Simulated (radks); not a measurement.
Values are calculated unless marked as measured or tabulated.
All-electron atom: the indium ion In2+ in [Kr] 4d10 5s1. Code: a radial shooting solver on a logarithmic mesh with Libxc functionals. Model: scalar-relativistic Kohn-Sham, PBE, spin-polarised, spherical densities, finite nucleus; open shells are filled with parallel spins first (spin-orbit coupling, left out, can overturn this in heavy ions); Fermi nuclear charge, rms radius 4.6156 fm. Some entries of the table are withheld. Estimate them.

| orbital | occ. | eigenvalue (eV) | r(max) (bohr) |
|---|---|---|---|
| 1s up | 1 | -27770.97 | 0.01922 |
| 1s down | 1 | -27770.93 | 0.01922 |
| 2s up | 1 | -4173.480 | 0.1086 |
| 2s down | 1 | -4173.469 | 0.1086 |
| 2p up | 3 | -3747.883 | 0.08692 |
| 2p down | 3 | -3747.868 | 0.08692 |
| 3s up | 1 | -806.5788 | 0.3155 |
| 3s down | 1 | -806.5481 | 0.3155 |
| 3p up | 3 | -667.1837 | 0.3088 |
| 3p down | 3 | -667.1527 | 0.3088 |
| 3d up | 5 | -450.7479 | 0.2583 |
| 3d down | 5 | -450.7225 | 0.2582 |
| 4s up | 1 | -137.7225 | 0.7698 |
| 4s down | 1 | -137.6595 | 0.7699 |
| 4p up | 3 | -96.2175 | (1) |
| 4p down | 3 | -96.1248 | (2) |
| 4d up | 5 | -36.6490 | 0.9313 |
| 4d down | 5 | -36.3653 | 0.9299 |
| 5s up | 1 | -24.1502 | 2.045 |
| 5s down | 0 | -23.0975 | 2.041 |
| 5p up | 0 | -16.6526 | (3) |
| 5p down | 0 | -15.5696 | (4) |

Answer. 
(1) 4p up r(max) (bohr): 0.8162
(2) 4p down r(max) (bohr): 0.8162
(3) 5p up r(max) (bohr): 2.442
(4) 5p down r(max) (bohr): 2.449
